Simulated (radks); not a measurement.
Trend from Zr4+ to Cd4+: ionisation energy by Delta-SCF between NIST ground configurations, and size. Method: Dirac Kohn-Sham, PBE, spin-unpolarised, spherical densities, finite nucleus; open shells fill j = l - 1/2 first; Fermi nuclear charge, rms radius of each element as measured or else 0.836 A^(1/3) + 0.57 fm; computed with a radial shooting solver on a logarithmic mesh with Libxc functionals.

| species | configuration | IE (eV) | NIST (eV) | kind | -e(HOMO) (eV) | outermost | <r> outermost (bohr) | r at 0.001 e/bohr^3 (bohr) |
|---|---|---|---|---|---|---|---|---|
| Zr4+ | [Kr] | 80.292 | 80.35 | semi-emp. | 72.167 (4p3/2) | 4p3/2 | 1.32 | 2.89 |
| Nb4+ | [Kr] 4d1 | 50.445 | 50.573 | exp. | 43.549 (4d3/2) | 4d3/2 | 1.60 | 3.00 |
| Mo4+ | [Kr] 4d2 | 53.635 | 54.42 | semi-emp. | 46.445 (4d3/2) | 4d3/2 | 1.51 | 3.03 |
| Tc4+ | [Kr] 4d3 | 56.747 | 57 | theory | 49.270 (4d3/2) | 4d3/2 | 1.43 | 3.03 |
| Ru4+ | [Kr] 4d4 | 59.798 | 59 | theory | 52.037 (4d3/2) | 4d3/2 | 1.36 | 3.01 |
| Rh4+ | [Kr] 4d5 | 62.262 | 63 | theory | 54.269 (4d5/2) | 4d5/2 | 1.31 | 2.97 |
| Pd4+ | [Kr] 4d6 | 65.185 | 61 | theory | 56.919 (4d5/2) | 4d5/2 | 1.26 | 2.94 |
| Ag4+ | [Kr] 4d7 | 68.072 | 65 | theory | 59.536 (4d5/2) | 4d5/2 | 1.20 | 2.90 |
| Cd4+ | [Kr] 4d8 | 70.929 | 68 | theory | 62.125 (4d5/2) | 4d5/2 | 1.16 | 2.86 |

Reference values: NIST Atomic Spectra Database (exp. = measured, semi-emp. = semi-empirical, theory = theoretical value adopted there). Spin polarisation and multiplet splitting are left out, so open shells lie too high by an amount that depends on their filling.

Beside tabulated values, note that spin-unpolarised runs miss the spin-polarisation part of the exchange energy of open shells.
